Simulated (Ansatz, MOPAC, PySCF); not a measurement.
Isomers of CH3BO. Isolated molecules, 0 K electronic values unless said otherwise. One relaxed conformer stands for each flexible species; it need not be the lowest. Strings in code marks are SMILES.

Quantity: electronic energy of isomers of CH3BO relative to `CB=O`, in kcal/mol. Semi-empirical values (MOPAC) are differences of heats of formation.

Level 1: PBE-D3(BJ)/def2-TZVP // B3LYP-D3(BJ)/def2-TZVP (PySCF)
Level 2: M06-2X/6-31G* // B3LYP-D3(BJ)/def2-TZVP (PySCF)
Level 3: HF/cc-pVTZ // B3LYP-D3(BJ)/def2-TZVP (Ansatz, an electronic-structure program)
Level 4: AM1 // B3LYP-D3(BJ)/def2-TZVP (MOPAC)

```
species                           level 2  level 3  level 4
--------------------------------  -------  -------  -------
`[H]/B=C/O` (B–C–O–H torsion 0°)    108.2    104.2    113.8
`C=BO` (C–B–O–H torsion 180°)        51.1     44.7     63.5
`B1CO1`                              51.2     56.2     68.1
`BC=O` (H–B–C–O torsion 86°)         77.2     73.9     73.7
```

Q: What does level 1 give for each?

A: 
- `[H]/B=C/O` (B–C–O–H torsion 0°): 102.5
- `C=BO` (C–B–O–H torsion 180°): 45.1
- `B1CO1`: 51.6
- `BC=O` (H–B–C–O torsion 86°): 75.8
